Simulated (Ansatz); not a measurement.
Species: H4SiPO, charge 0, doublet. H4SiPO (SMILES O[SiH]P, doublet).
B3LYP-D3(BJ)/def2-TZVP minimum from Ansatz (a program for electronic structure):
```xyz
7

Si    -0.8029     0.1093     0.3224
O     -0.8708     1.4185    -0.7001
P      1.2491    -0.8084     0.0171
H     -1.8206    -0.9103    -0.1003
H     -1.7361     1.7423    -0.9652
H      1.0796    -1.7241     1.0892
H      1.9476     0.1407     0.8064
```
Charge 0, spin multiplicity 2.

Wanted: atomisation energy (electronic, to ground-state atoms), in kcal/mol. UHF or UKS for unpaired electrons; spin-orbit terms are left out. CBS(X,Y): correlation extrapolated as X^-3, Hartree-Fock from the larger set. A bracket is a step between two methods taken in the basis named. Functionals run without relativity, which enters their misses. Double hybrids freeze cores in their MP2 part. '+ core + X2C': CCSD(T) terms for core correlation (cc-pwCVTZ, 1s frozen past Ne) and scalar relativity (cc-pVTZ-DK). Where a partner has so few electrons that a lower coupled-cluster level is exact, that level stands in.

CCSD(T)/CBS(cc-pV(T+d)Z,cc-pV(Q+d)Z) + [CCSDT(Q) - CCSD(T)]/cc-pV(D+d)Z + core + X2C (Ansatz) gives 501.7 kcal/mol.

Task: What does PBE/def2-TZVPD (Ansatz) give here, and how do the other levels compare?

Result: PBE gives 503.1 kcal/mol, 1.4 kcal/mol above it. Differences of the others: r2SCAN/def2-TZVPD (Ansatz) 0.6; PBE0/def2-TZVPD (Ansatz) -8.4; wB97M-V/def2-TZVPD (Ansatz) 0.7; B2PLYP/def2-TZVPD (Ansatz) -10.2; CCSD(T)/CBS(cc-pV(T+d)Z,cc-pV(Q+d)Z) + core + X2C (Ansatz) -0.8 kcal/mol. Nearer than PBE: r2SCAN/def2-TZVPD, wB97M-V/def2-TZVPD, CCSD(T)/CBS(cc-pV(T+d)Z,cc-pV(Q+d)Z) + core + X2C.
